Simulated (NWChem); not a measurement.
# MgSiNH$_{5}$; SMILES [NH2][Mg][SiH3]

```xyz
8

Mg     0.0001    -0.7176     0.0009
N      0.0001    -2.6109    -0.0006
H      0.8149    -3.2186    -0.0002
H     -0.8147    -3.2188    -0.0004
Si     0.0002     1.8571     0.0000
H     -1.3348     2.4377    -0.3743
H      0.9871     2.4413    -0.9714
H      0.3428     2.4465     1.3393
```
Atoms are numbered in this order, from 1.

Results from NWChem. Geometry: optimised at PBE0/def2-SVP. Vertical excitations in the gas phase; the lowest state need not have the same character in each row.

```json
[
 {"level": "PBE/def2-SVPD, TDA", "lowest excitation, singlet (eV)": "3.65", "lowest state with f > 0.02, singlet (eV)": "3.71", "orbital gap (eV)": "3.59"},
 {"level": "B3LYP/def2-SVPD, TDA", "lowest excitation, singlet (eV)": "4.15", "lowest state with f > 0.02, singlet (eV)": "4.15", "orbital gap (eV)": "5.10"},
 {"level": "PBE0/def2-SVPD, TDA", "lowest excitation, singlet (eV)": "___", "lowest state with f > 0.02, singlet (eV)": "___", "orbital gap (eV)": "___"}
]
```

### Question
What belongs in the gaps?

### Answer

- PBE0/def2-SVPD, TDA, lowest excitation, singlet (eV): 4.32
- PBE0/def2-SVPD, TDA, lowest state with f > 0.02, singlet (eV): 4.32
- PBE0/def2-SVPD, TDA, orbital gap (eV): 5.58
